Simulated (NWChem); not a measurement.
System: CH2ClNOSi; SMILES N#CO[SiH2]Cl

The following NWChem deck was run.

```
start job
memory heap 200 mb stack 900 mb global 1100 mb
geometry units angstroms noautoz
  N      0.858774    -2.749020    -0.350168
  C      0.174647    -1.904142     0.057208
  O     -0.592825    -0.996650     0.534717
  Si    -0.890915     0.558212    -0.100093
  Cl     0.803341     1.685295     0.071489
  H     -1.963721     1.079559     0.769437
  H     -1.250430     0.407480    -1.528623
end
basis spherical
  * library 6-31g*
end
dft
  xc xtpss03 ctpss03
  iterations 150
  mulliken
end
task dft energy
```

NWChem printed, in part:

```
             Northwest Computational Chemistry Package (NWChem) 7.3.0
             --------------------------------------------------------

 C1  symmetry detected

                             Geometry "geometry" -> ""
                             -------------------------

 Output coordinates in angstroms (scale by  1.889725989 to convert to a.u.)

  No.       Tag          Charge          X              Y              Z
 ---- ---------------- ---------- -------------- -------------- --------------
    1 N                    7.0000     0.91565279    -2.73144408    -0.23520311
    2 C                    6.0000     0.19076314    -1.88722001     0.09589281
    3 O                    8.0000    -0.62351771    -0.97994419     0.48878864
    4 Si                  14.0000    -0.89122096     0.55430298    -0.20681025
    5 Cl                  17.0000     0.76955167     1.71051780     0.06752790
    6 H                    1.0000    -2.03554061     1.08059014     0.56283393
    7 H                    1.0000    -1.13575099     0.36334767    -1.65470882

 Effective nuclear repulsion energy (a.u.)     253.6796362949

                                 NWChem DFT Module
                                 -----------------

 Summary of "ao basis" -> "ao basis" (spherical)
 ------------------------------------------------------------------------------
       Tag                 Description            Shells   Functions and Types
 ---------------- ------------------------------  ------  ---------------------
 N                           6-31g*                  6       14   3s2p1d
 C                           6-31g*                  6       14   3s2p1d
 O                           6-31g*                  6       14   3s2p1d
 Si                          6-31g*                  8       18   4s3p1d
 Cl                          6-31g*                  8       18   4s3p1d
 H                           6-31g*                  2        2   2s

            General Information
            -------------------
          SCF calculation type: DFT
          Wavefunction type:  closed shell.
          No. of atoms     :     7
          No. of electrons :    54
           Alpha electrons :    27
            Beta electrons :    27
          Charge           :     0
          Spin multiplicity:     1
          Use of symmetry is: off; symmetry adaption is: off
          Maximum number of iterations: 150
          AO basis - number of functions:    82
                     number of shells:    38
          Convergence on energy requested:  1.00D-06
          Convergence on density requested:  1.00D-05
          Convergence on gradient requested:  5.00D-04

              XC Information
              --------------
                  TPSS metaGGA Exchange Functional  1.000
             TPSS03 metaGGA Correlation Functional  1.000

             Grid Information
             ----------------
          Grid used for XC integration:  medium
          Radial quadrature: Mura-Knowles
          Angular quadrature: Lebedev.
          Tag              B.-S. Rad. Rad. Pts. Rad. Cut. Ang. Pts.
          ---              ---------- --------- --------- ---------
          N                   0.65       49          12.0       434
          C                   0.70       49          10.0       434
          O                   0.60       49           9.0       434
          Si                  1.10       88           9.0       590
          Cl                  1.00       88          10.0       590
          H                   0.35       45          11.0       434
          Grid pruning is: on
          Number of quadrature shells:   413
          Spatial weights used:  Erf1

      Superposition of Atomic Density Guess
      -------------------------------------

 Sum of atomic energies:        -915.97269994

      Non-variational initial energy
      ------------------------------

 Total energy =    -917.715552
 1-e energy   =   -1768.913255
 2-e energy   =     597.518066
 HOMO         =      -0.377780
 LUMO         =       0.047335

     ---------------------------------------------
      Total Density - Mulliken Population Analysis
     ---------------------------------------------

    Atom       Charge   Shell Charges
 -----------   ------   -------------------------------------------------------
    1 N    7     7.96   2.00  0.89  2.49  0.96  1.59  0.03
    2 C    6     4.94   2.00  0.69  1.48  0.28  0.41  0.09
    3 O    8     8.64   2.00  0.91  2.97  0.92  1.84  0.02
    4 Si  14    12.95   2.00  2.00  5.97  0.90  1.33  0.26  0.30  0.19
    5 Cl  17    17.40   2.00  2.00  5.98  1.37  3.71  0.57  1.76  0.01
    6 H    1     1.05   0.47  0.58
    7 H    1     1.05   0.47  0.58

   convergence    iter        energy       DeltaE   RMS-Dens  Diis-err
 ---------------- ----- ----------------- --------- --------- ---------
 d= 0,ls=0.0,diis     1   -918.8891981550 -1.17D+03  2.67D-02  1.11D+00
 d= 0,ls=0.0,diis     2   -918.0796453907  8.10D-01  2.10D-02  7.54D+00
 d= 0,ls=0.0,diis     3   -919.0145739331 -9.35D-01  4.55D-03  2.68D-01
 d= 0,ls=0.0,diis     4   -919.0380541620 -2.35D-02  1.55D-03  5.84D-02
 d= 0,ls=0.0,diis     5   -919.0432752549 -5.22D-03  6.17D-04  3.63D-03
  Resetting Diis
 d= 0,ls=0.0,diis     6   -919.0436420566 -3.67D-04  2.08D-04  2.71D-04
 d= 0,ls=0.0,diis     7   -919.0436801084 -3.81D-05  9.54D-05  1.29D-05
 d= 0,ls=0.0,diis     8   -919.0436788244  1.28D-06  5.52D-05  2.12D-05
 d= 0,ls=0.0,diis     9   -919.0436820350 -3.21D-06  6.36D-06  6.84D-07
 d= 0,ls=0.0,diis    10   -919.0436821059 -7.08D-08  1.91D-06  4.37D-08

         Total DFT energy =     -919.043682105869
      One electron energy =    -1770.341350815740
           Coulomb energy =      668.558328908415
    Exchange-Corr. energy =      -70.940296493415
 Nuclear repulsion energy =      253.679636294871

 Numeric. integr. density =       53.999996517680

                       DFT Final Molecular Orbital Analysis
                       ------------------------------------

 Vector   25  Occ=2.000000D+00  E=-3.154210D-01
              MO Center=  4.6D-01,  2.6D-01, -1.1D-01, r^2= 5.9D+00
   Bfn.  Coefficient  Atom+Function         Bfn.  Coefficient  Atom+Function
  ----- ------------  ---------------      ----- ------------  ---------------
    69      0.463123  5 Cl pz                73      0.243545  5 Cl pz
     6     -0.225503  1 N  s                 67     -0.222386  5 Cl px
    68      0.215785  5 Cl py                80     -0.188796  6 H  s
    65     -0.180779  5 Cl pz                82      0.168771  7 H  s
     4      0.164759  1 N  py                 3     -0.161318  1 N  px

 Vector   26  Occ=2.000000D+00  E=-2.779149D-01
              MO Center=  3.9D-01, -2.1D+00, -5.0D-03, r^2= 2.0D+00
   Bfn.  Coefficient  Atom+Function         Bfn.  Coefficient  Atom+Function
  ----- ------------  ---------------      ----- ------------  ---------------
     5      0.329073  1 N  pz                 4     -0.272463  1 N  py
    19      0.260681  2 C  pz                33     -0.233326  3 O  pz
     9      0.201791  1 N  pz                18     -0.178074  2 C  py
    37     -0.175237  3 O  pz                 8     -0.162336  1 N  py
     3     -0.136831  1 N  px                23      0.132541  2 C  pz

 Vector   27  Occ=2.000000D+00  E=-2.693357D-01
              MO Center=  3.7D-01, -2.0D+00, -3.7D-03, r^2= 2.1D+00
   Bfn.  Coefficient  Atom+Function         Bfn.  Coefficient  Atom+Function
  ----- ------------  ---------------      ----- ------------  ---------------
     3      0.320737  1 N  px                 5      0.271636  1 N  pz
    31     -0.234169  3 O  px                17      0.219697  2 C  px
    33     -0.205726  3 O  pz                 7      0.194303  1 N  px
    19      0.188813  2 C  pz                35     -0.186706  3 O  px
     4      0.165401  1 N  py                 9      0.165749  1 N  pz

 Vector   28  Occ=0.000000D+00  E=-4.721012D-02
              MO Center= -8.8D-01,  5.0D-01, -2.6D-01, r^2= 4.1D+00
   Bfn.  Coefficient  Atom+Function         Bfn.  Coefficient  Atom+Function
  ----- ------------  ---------------      ----- ------------  ---------------
    54      0.931909  4 Si py                50      0.458955  4 Si py
     6      0.442637  1 N  s                 34      0.419745  3 O  s
    22      0.337529  2 C  py                55     -0.269328  4 Si pz
    20     -0.251521  2 C  s                 21     -0.226473  2 C  px
    71      0.209360  5 Cl px                80     -0.202446  6 H  s

 Vector   29  Occ=0.000000D+00  E=-3.341528D-02
              MO Center= -5.1D-01,  5.2D-01, -1.2D-01, r^2= 4.4D+00
   Bfn.  Coefficient  Atom+Function         Bfn.  Coefficient  Atom+Function
  ----- ------------  ---------------      ----- ------------  ---------------
    53      0.898396  4 Si px                70     -0.769896  5 Cl s
    52      0.656427  4 Si s                 49      0.442811  4 Si px
    71      0.438160  5 Cl px                72      0.401492  5 Cl py
    48      0.359894  4 Si s                 54      0.288595  4 Si py
    67      0.271742  5 Cl px                55      0.245925  4 Si pz

 Vector   30  Occ=0.000000D+00  E= 1.855909D-02
              MO Center= -3.2D-01, -8.9D-01, -1.6D-01, r^2= 5.1D+00
   Bfn.  Coefficient  Atom+Function         Bfn.  Coefficient  Atom+Function
  ----- ------------  ---------------      ----- ------------  ---------------
    48      0.752210  4 Si s                 80     -0.659203  6 H  s
    82     -0.552846  7 H  s                 53     -0.450087  4 Si px
    23      0.391940  2 C  pz                 9     -0.362883  1 N  pz
    19      0.340081  2 C  pz                 5     -0.322586  1 N  pz
    52      0.288181  4 Si s                 34     -0.191926  3 O  s

     ---------------------------------------------
      Total Density - Mulliken Population Analysis
     ---------------------------------------------

    Atom       Charge   Shell Charges
 -----------   ------   -------------------------------------------------------
    1 N    7     7.33   2.00  0.85  2.25  0.93  1.26  0.04
    2 C    6     5.57   2.00  0.69  2.02  0.20  0.58  0.08
    3 O    8     8.50   2.00  0.90  2.95  0.96  1.68  0.02
    4 Si  14    13.30   2.00  2.00  5.96  1.00  1.75  0.15  0.17  0.27
    5 Cl  17    17.21   2.00  2.00  5.97  1.40  3.65  0.57  1.60  0.02
    6 H    1     1.05   0.51  0.54
    7 H    1     1.05   0.51  0.54

     -------------------------------------------
      Total Density - Lowdin Population Analysis
     -------------------------------------------

    Atom       Charge   Shell Charges
 -----------   ------   -------------------------------------------------------
    1 N    7     7.15   1.99  0.77  2.11  0.67  1.53  0.07
    2 C    6     5.98   1.98  0.52  1.80  0.34  1.13  0.20
    3 O    8     8.20   1.99  0.83  2.79  0.63  1.91  0.06
    4 Si  14    13.50   2.00  1.98  5.88  0.68  1.57  0.35  0.68  0.38
    5 Cl  17    17.12   2.00  1.99  5.91  1.17  3.37  0.65  2.00  0.02
    6 H    1     1.02   0.50  0.52
    7 H    1     1.03   0.50  0.52

     Multipole analysis of the density
     ---------------------------------

     L   x y z        total         alpha         beta         nuclear
     -   - - -        -----         -----         ----         -------
     0   0 0 0     -0.000000    -27.000000    -27.000000     54.000000

     1   1 0 0     -1.191311     -0.595655     -0.595655     -0.000000
     1   0 1 0      1.252544      0.626272      0.626272      0.000000
     1   0 0 1     -0.066409     -0.033205     -0.033205      0.000000

     2   2 0 0    -31.146965    -79.528115    -79.528115    127.909265
     2   1 1 0      2.112506      4.502435      4.502435     -6.892364
     2   1 0 1      1.042902     -0.124093     -0.124093      1.291088
     2   0 2 0    -39.040728   -263.457017   -263.457017    487.873306
     2   0 1 1     -1.199759     -0.501837     -0.501837     -0.196086
     2   0 0 2    -31.009141    -26.369321    -26.369321     21.729502
```

Level: TPSS/6-31G* (spherical d). All runs use the structure optimised with PBE0/def2-SVP.
